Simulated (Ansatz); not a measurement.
C2H3BOSe, SMILES `BOC=C=[Se]`, relaxed with RKS PBE0-D4/def2-TZVP in Ansatz from a PBE-D4/def2-SVP geometry. The force threshold is 0.005 eV/Å; the program also tests the step.

Charge 0, multiplicity 1.

Start:

```xyz
8

B     0.053   -1.512    0.044
O    -0.686   -0.528    0.631
C    -0.472    0.831    0.508
C     0.255    1.431   -0.433
Se    1.157    2.228   -1.643
H     1.033   -1.241   -0.627
H    -0.343   -2.641    0.249
H    -0.996    1.432    1.270
```

Q: How much energy does the relaxation release, and in how many steps? (Best estimate.)

A: Ansatz gave: 4.48 kJ/mol, in 14 steps, 3 of them rejected.

Q: Which bonds change most? (An estimate is asked.)

A: Computed: C3–C4 from 1.332 to 1.311 Å; B1–H6 from 1.218 to 1.197 Å; B1–H7 from 1.214 to 1.193 Å; C3–H8 from 1.103 to 1.084 Å.

Q: Give the relaxed structure. (Estimate.)

A: The calculation gave: 
```xyz
8

B     0.049   -1.491    0.054
O    -0.747   -0.519    0.559
C    -0.457    0.819    0.500
C     0.225    1.408   -0.453
Se    1.078    2.200   -1.680
H     1.109   -1.217   -0.431
H    -0.378   -2.602    0.141
H    -0.879    1.402    1.310
```
